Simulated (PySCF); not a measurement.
Coordinates in bohr (charge 0 multiplicity 1):
```
I     0.2861    0.0000   -0.2470
O    -2.4434    0.0000    1.8763
H     2.7482    0.0000    1.6767
```

Computed with PBE0 in PySCF with I def2-TZVP with ECP28, O def2-TZVP, H def2-TZVP; scalar-relativistic core potentials, no spin–orbit coupling; density-fitted integrals.

This geometry of HIO is a stationary point at this level.

Task: What is the point group?

Result: Cs.

Task: Is it a minimum?

Result: Yes: all harmonic wavenumbers are real.

Task: Which band is strongest in the infrared?

Result: 2091 cm⁻¹ (a'), 48 km/mol.

Task: What are the dipole moment and the gap between the highest occupied and lowest empty levels?

Result: 4.03 D and 4.96 eV.

Other isomers or separated fragments may lie lower.
